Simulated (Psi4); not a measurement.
C₄H₁₀BO₂ (SMILES CCO[B]OCC), doublet, at a GFN2-xTB geometry; B3LYP/def2-SV(P) (Psi4 1.11).

Input for Psi4:
```
memory 2 GB

molecule mol {
0 2
C     3.042965    0.208873   -0.768064
C     2.324881   -0.743452    0.183543
O     1.103180   -0.220898    0.638197
B    -0.005917   -0.033382   -0.124088
O    -1.047151    0.537008    0.536839
C    -2.316504    0.790713   -0.007864
C    -3.093262   -0.492640   -0.286747
H     2.430966    0.376101   -1.652017
H     3.213553    1.164657   -0.279293
H     3.998297   -0.213333   -1.067754
H     2.936895   -0.913446    1.076355
H     2.161296   -1.709810   -0.314931
H    -2.850756    1.399426    0.730117
H    -2.220917    1.373435   -0.935433
H    -2.558304   -1.094523   -1.018483
H    -3.196935   -1.070903    0.627794
H    -4.081226   -0.254540   -0.671411
}

set {
  basis def2-sv(p)
  reference uks
  df_basis_scf def2-universal-jkfit
}

energy('b3lyp')
print_variables()
```

It wrote (shortened):

```
   => Loading Basis Set <=

    Name: DEF2-SV(P)
    Role: ORBITAL
    Keyword: BASIS

         ---------------------------------------------------------
                                   SCF
               by Justin Turney, Rob Parrish, Andy Simmonett
                          and Daniel G. A. Smith
                              UKS Reference
         ---------------------------------------------------------

  ==> Geometry <==

    Molecular point group: c1
    Full point group: C1

    Geometry (in Angstrom), charge = 0, multiplicity = 2:

       Center              X                  Y                   Z               Mass
    ------------   -----------------  -----------------  -----------------  -----------------
         C            3.041386425267     0.199966424855    -0.801171412087    12.000000000000
         C            2.323302425267    -0.752358575145     0.150435587913    12.000000000000
         O            1.101601425267    -0.229804575145     0.605089587913    15.994914619570
         B           -0.007495574733    -0.042288575145    -0.157195412087    11.009305360000
         O           -1.048729574733     0.528101424855     0.503731587913    15.994914619570
         C           -2.318082574733     0.781806424855    -0.040971412087    12.000000000000
         C           -3.094840574733    -0.501546575145    -0.319854412087    12.000000000000
         H            2.429387425267     0.367194424855    -1.685124412087     1.007825032230
         H            3.211974425267     1.155750424855    -0.312400412087     1.007825032230
         H            3.996718425267    -0.222239575145    -1.100861412087     1.007825032230
         H            2.935316425267    -0.922352575145     1.043247587913     1.007825032230
         H            2.159717425267    -1.718716575145    -0.348038412087     1.007825032230
         H           -2.852334574733     1.390519424855     0.697009587913     1.007825032230
         H           -2.222495574733     1.364528424855    -0.968540412087     1.007825032230
         H           -2.559882574733    -1.103429575145    -1.051590412087     1.007825032230
         H           -3.198513574733    -1.079809575145     0.594686587913     1.007825032230
         H           -4.082804574733    -0.263446575145    -0.704518412087     1.007825032230

  Running in c1 symmetry.

  Rotational constants: A =      0.28011  B =      0.03273  C =      0.03240 [cm^-1]
[...]
      Ntotal   =   55.0000962093 ; deviation = 9.621e-05

   @Spin Contamination Metric:   1.818507172E-03
   @S^2 Expected:                7.500000000E-01
   @S^2 Observed:                7.518185072E-01
   @S   Expected:                5.000000000E-01
   @S   Observed:                5.000000000E-01

    Orbital Energies [Eh]
    ---------------------

    Alpha Occupied:

[...]
      28A     -0.194831

    Alpha Virtual:

[...]
    Beta Occupied:

[...]
    Beta Virtual:

[...]
     118A      3.533062

    Final Occupation by Irrep:
              A
    DOCC [    27 ]
    SOCC [     1 ]
    NA   [    28 ]
    NB   [    27 ]

  @DF-UKS Final Energy:  -333.49315346916478

   => Energetics <=

    Nuclear Repulsion Energy =            287.4969215779795491
    One-Electron Energy =               -1021.8579255041795477
    Two-Electron Energy =                 438.6606544815505799
    DFT Exchange-Correlation Energy =     -37.7928040245152985
    Empirical Dispersion Energy =           0.0000000000000000
    VV10 Nonlocal Energy =                  0.0000000000000000
    Total Energy =                       -333.4931534691647812

  UHF NO Occupations:
  HONO-2 :   26  A 1.9995841
  HONO-1 :   27  A 1.9995662
  HONO-0 :   28  A 1.0000000
  LUNO+0 :   29  A 0.0004338
  LUNO+1 :   30  A 0.0004159
  LUNO+2 :   31  A 0.0000294
  LUNO+3 :   32  A 0.0000080

Computation Completed

Properties will be evaluated at   0.000000,   0.000000,   0.000000 [a0]

Properties computed using the SCF density matrix

 Multipole Moments:

 ------------------------------------------------------------------------------------
     Multipole            Electronic (a.u.)      Nuclear  (a.u.)        Total (a.u.)
 ------------------------------------------------------------------------------------

 L = 1.  Multiply by 2.5417464519 to convert [e a0] to [Debye]
 Dipole X            :          0.1438329           -0.1640766           -0.0202437
 Dipole Y            :          0.8114834           -0.9257081           -0.1142247
 Dipole Z            :          3.0164267           -3.4410168           -0.4245901
 Magnitude           :                                                    0.4401521

 ------------------------------------------------------------------------------------

  Variable Map:
  ----------------------------------------------------------------------------
[...]
  Array Variable Map:
  ----------------------------------------------------------------------------
[...]
[...]
```
